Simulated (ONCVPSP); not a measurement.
## u(r) = r·R(r): atom against pseudo-atom (Mg)

Columns: radius, all-electron u(r) and pseudo u(r) of the 2s shell (level -79.59 eV) of magnesium in the configuration [He] 2s2 2p6 3s2; PBEsol, scalar-relativistic, ONCV scheme, ONCVPSP 4.0.1.

| r (bohr) | all-electron | pseudo |
| --- | --- | --- |
| 0.050 | -0.5347 | 0.1624 |
| 0.100 | -0.4837 | 0.3218 |
| 0.150 | -0.2014 | 0.4753 |
| 0.200 | 0.1407 | 0.6201 |
| 0.250 | 0.4629 | 0.7531 |
| 0.300 | 0.7313 | 0.8715 |
| 0.350 | 0.9374 | 0.9730 |
| 0.400 | 1.0824 | 1.0550 |
| 0.450 | 1.1748 | 1.1164 |
| 0.500 | 1.2228 | 1.1562 |
| 0.550 | 1.2362 | 1.1750 |
| 0.600 | 1.2229 | 1.1739 |
| 0.650 | 1.1898 | 1.1548 |
| 0.700 | 1.1427 | 1.1204 |
| 0.750 | 1.0861 | 1.0737 |
| 0.800 | 1.0236 | 1.0178 |
| 0.850 | 0.9580 | 0.9559 |
| 0.900 | 0.8913 | 0.8908 |
| 0.950 | 0.8252 | 0.8251 |
| 1.000 | 0.7608 | 0.7607 |
| 1.050 | 0.6988 | 0.6987 |
| 1.100 | 0.6399 | 0.6398 |
| 1.150 | 0.5843 | 0.5842 |
| 1.200 | 0.5322 | 0.5321 |
| 1.250 | 0.4837 | 0.4837 |
| 1.300 | 0.4388 | 0.4388 |

(1) How many radial nodes do the two functions have?

(2) At about which radius was the pseudo-wave matched?

(3) Is the pseudo-wave norm-conserving?

Results:

(1) The all-electron 2s function has n − l − 1 = 1; the pseudo-wave has 0, since the states of the same l below it are removed with the core.

(2) 1.00 bohr. The columns agree to 0.0005 from 0.90 bohr on; several derivatives are matched, so the curves merge somewhat inside the radius.

(3) Yes: the ONCV scheme keeps the norm inside the radius equal to the all-electron one, which fixes the energy derivative of the logarithmic derivative at the level.
